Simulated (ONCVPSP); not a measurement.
## Transferability test, ONCV potential for Al (Z = 13)

Al (Z = 13), optimised norm-conserving Vanderbilt (ONCV), made with ONCVPSP 4.0.1 (LDA (Perdew-Wang 92), scalar-relativistic). Core [Ne], reference 3s2 (charge +1). Waves: 3s: rc 1.65 bohr, ncon 4, nbas 7, qcut 4.2 1/bohr, 2 projectors, debl 2.2 Ha; p scattering state at 0.05 Ha: rc 1.60 bohr, ncon 4, nbas 8, qcut 5.4 1/bohr, 2 projectors, debl 3.8 Ha. Local part: polynomial inside 1.20 bohr (lpopt 5, dvloc0 0 Ha). Core correction: Teter function, fcfact 2.25, rcfact 1.65.

Energies are relative to the spin-unpolarised reference configuration 3s2; without spin polarisation the order of configurations can differ from experiment.

```json
{"valence configuration": "3s2 3p1", "charge": "0", "ΔE all-electron (eV)": "-5.841", "error AE − PS (meV)": "+11"}
{"valence configuration": "3s1", "charge": "+2", "ΔE all-electron (eV)": "19.370", "error AE − PS (meV)": "-17"}
{"valence configuration": "3s2 3p0.5", "charge": "+0.5", "ΔE all-electron (eV)": "-3.719", "error AE − PS (meV)": "+6.6"}
{"valence configuration": "3s0 3p3", "charge": "0", "ΔE all-electron (eV)": "4.664", "error AE − PS (meV)": "+38"}
```

Note: no bound ghost flagged; GHOST(+) flagged for s at 79.0 eV.
